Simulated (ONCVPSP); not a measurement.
**An all-electron radial function and its pseudo partner (B (Z = 5))**

Columns: radius, all-electron u(r) and pseudo u(r) of the 2s shell (level -14.02 eV) of boron in the configuration [He] 2s2 2p0.5; PBEsol, non-relativistic, ONCV scheme, ONCVPSP 4.0.1.

```tsv
r (bohr)	all-electron	pseudo
0.140	-0.3131	0.0468
0.280	-0.2499	0.1051
0.420	-0.0622	0.1833
0.560	0.1459	0.2814
0.700	0.3328	0.3916
0.840	0.4849	0.5030
0.980	0.6002	0.6033
1.120	0.6802	0.6803
1.260	0.7292	0.7292
1.400	0.7524	0.7524
1.540	0.7552	0.7552
1.680	0.7423	0.7423
1.820	0.7176	0.7176
1.960	0.6846	0.6846
2.100	0.6461	0.6461
2.240	0.6043	0.6043
2.380	0.5609	0.5609
2.520	0.5173	0.5173
2.660	0.4744	0.4744
2.800	0.4330	0.4330
2.940	0.3936	0.3936
3.080	0.3566	0.3566
3.220	0.3220	0.3220
3.360	0.2901	0.2901
3.500	0.2607	0.2607
3.640	0.2338	0.2338
```

Q: How many radial nodes do the two functions have?

A: The all-electron 2s function has n − l − 1 = 1; the pseudo-wave has 0, since the states of the same l below it are removed with the core.

Q: At about which radius was the pseudo-wave matched?

A: 1.30 bohr. The columns agree to 0.0005 from 1.12 bohr on; several derivatives are matched, so the curves merge somewhat inside the radius.

Q: Is the pseudo-wave norm-conserving?

A: Yes: the ONCV scheme keeps the norm inside the radius equal to the all-electron one, which fixes the energy derivative of the logarithmic derivative at the level.
